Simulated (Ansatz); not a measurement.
Input for Ansatz (development build ahead of 0.2.0):

```yaml
crystal:
  periodic: [false, false, false]
  atoms:
    - { symbol: Ni, position_ang: [0.0, 0.0, 0.0] }
    - { symbol: Cu, position_ang: [0.0, 0.0, 2.23] }
basis:
  gaussian: { orbitals: def2-SVP }
magnetization:
  spin_polarized: true
  initial_magnetization: 1
hamiltonian:
  xc: hf
scf:
  omitted_lower_state_checks: [starts, atomic_configurations, cluster_reference, orbital_swaps, given_window_search, neighbouring_geometries, increment]
output:
  forces: true
```

The input is written out in the form of the current development build from the run's settings.

The run gave:

- Converged: yes
- Total energy: -3145.27780 hartree
- Spin squared of the determinant: 0.801
- Stability test: minimum

Forces (eV/Å):
```
atom     Fx     Fy      Fz
 Ni1  0.000  0.000  -1.047
 Cu2  0.000  0.000   1.047
```

This is not the lowest solution: another run reaches a determinant 1.08 eV lower. Caution: another spin multiplicity may lie lower.
